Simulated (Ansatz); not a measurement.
Coupled-cluster run, CH9BOSi2.

```yaml
crystal:
  periodic: [false, false, false]
  atoms:
    - {symbol: B, position_ang: [-0.436031, 1.000904, 1.109441]}
    - {symbol: Si, position_ang: [-1.777623, 0.796142, -0.203675]}
    - {symbol: O, position_ang: [-1.684170, 1.134943, -1.798394]}
    - {symbol: Si, position_ang: [0.230270, -0.885505, 0.552822]}
    - {symbol: C, position_ang: [1.879327, -0.790644, -0.334593]}
    - {symbol: H, position_ang: [0.451759, 1.780493, 0.891258]}
    - {symbol: H, position_ang: [-0.909709, 0.913374, 2.211646]}
    - {symbol: H, position_ang: [-3.028709, 0.004702, -0.094461]}
    - {symbol: H, position_ang: [-0.945986, 1.685687, -2.072190]}
    - {symbol: H, position_ang: [-0.721767, -1.575116, -0.405205]}
    - {symbol: H, position_ang: [0.277483, -1.805137, 1.721770]}
    - {symbol: H, position_ang: [2.227875, -1.781132, -0.633980]}
    - {symbol: H, position_ang: [2.629320, -0.335691, 0.315760]}
    - {symbol: H, position_ang: [1.794963, -0.172217, -1.231500]}
basis:
  gaussian: {orbitals: def2-TZVPP}
correlation: {method: ccsd_t}
```

```sh
$ ansatz run in.yaml --threads 4 --pin off --events-out ev --progress --plain --max-ram 10444MiB
```

Output of Ansatz, abridged:

```
Functional definition: HF
1739 factors; integrals over basis functions are off by at most 1.4e-3 eV
mean field evaluation 1: about -19603.4508 eV, gradient 4.4e1 eV
mean field evaluation 2: about -19603.7429 eV, gradient 4.4e1 eV
mean field evaluation 4: about -19608.4249 eV, gradient 4.8e0 eV
mean field evaluation 8: about -19608.5133 eV, gradient 2.9e-1 eV
mean field -19608.51392922 eV, -720.5995957707 hartree, gradient 2.4e-6 eV, S^2 0.000000; 0 other end points of the search recorded, 0 dependent functions left out
13 core orbitals not correlated: weight in the atoms' cores, before any rotation towards them, 1.000 or more for the frozen orbitals, at most 0.000 for the correlated occupied ones
reference -19608.51392922 eV, -720.5995957707 hartree; 15, 15 occupied and 275, 275 virtual orbitals, 1739 factors
second order -21.69217267 eV of doubles, -0.00000000 eV of singles
cycle   1  -22.57985614 eV  change   -8.9e-1 eV  update   1.1e-1
cycle   2  -23.15970151 eV  change   -5.8e-1 eV  update   3.3e-2
cycle   3  -23.28186073 eV  change   -1.2e-1 eV  update   1.7e-2
cycle   4  -23.27298586 eV  change    8.9e-3 eV  update   4.6e-3
cycle   5  -23.26998637 eV  change    3.0e-3 eV  update   2.1e-3
cycle   6  -23.27011923 eV  change   -1.3e-4 eV  update   6.9e-4
cycle   7  -23.26978551 eV  change    3.3e-4 eV  update   2.6e-4
cycle   8  -23.26980701 eV  change   -2.1e-5 eV  update   1.1e-4
cycle   9  -23.26986189 eV  change   -5.5e-5 eV  update   4.6e-5
cycle  10  -23.26984581 eV  change    1.6e-5 eV  update   1.9e-5
perturbative correction -0.93264850 eV, -0.0342742002 hartree
Total energy: -19632.71642353 eV, -721.4890210317 hartree
```

Run time 16 min (4 threads of an Arm Neoverse V1 on a shared host); peak host memory 3.8 GiB.

Correlation energy per correlated electron: -0.807 eV. T1 diagnostic: 0.0132.
